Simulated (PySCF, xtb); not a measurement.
C3H6GeO, SMILES [OH][GeH2][CH2]C#C.

GFN2-xTB in xtb at its own geometry gives an orbital gap of 6.47 eV and a dipole moment of 0.90 D.

Geometry optimised at B3LYP-D3(BJ)/def2-SVP. This is a generated structure with no PubChem entry under its InChIKey; it may be hypothetical. One conformer was computed; it need not be the lowest.

### Question
What does CAM-B3LYP/def2-TZVP run with PySCF give? (The exact figures need the calculation; the answer reports its results.)

### Answer
gap 9.89 eV (levels -8.78 and 1.11 eV), dipole 1.23 D.
